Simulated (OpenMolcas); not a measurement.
Fe2+ (d6) among equal point charges was computed by CASSCF with the d shell active (OpenMolcas, ANO-RCC-VDZP on the metal). Its lowest spin-free states, and all those of the highest spin:

| 2S+1 | Degeneracy | E (cm-1) |
| --- | --- | --- |
| 5 | 1 | 0.0 |
| 5 | 2 | 4341 |
| 5 | 1 | 12122 |
| 5 | 1 | 15842 |
| 3 | 1 | 23311 |
| 3 | 2 | 23843 |
| 3 | 1 | 24502 |
| 3 | 1 | 25154 |
| 3 | 2 | 25769 |
| 3 | 1 | 26640 |
| 3 | 1 | 27620 |
| 3 | 2 | 28020 |

Q: Is the site octahedral, tetrahedral or cube-like, axial, or of lower symmetry?

A: The states with 2S+1 = 5 have orbital degeneracies 1, 2, 1, 1. There are pairs but no triples, so the site is axial: not cubic, but with a proper or improper axis of order three or more. The run had Fe2+ among 4 point charges of -2 e arranged as a square (D4h), 2.21 Å from the ion.

Without dynamic correlation the repulsion within the d shell is too large (B by tens of per cent), so at a given field states of lower spin stand too high. Point charges carry no covalency, so the field is a model and not that of real ligands. No measured value stands beside these numbers.
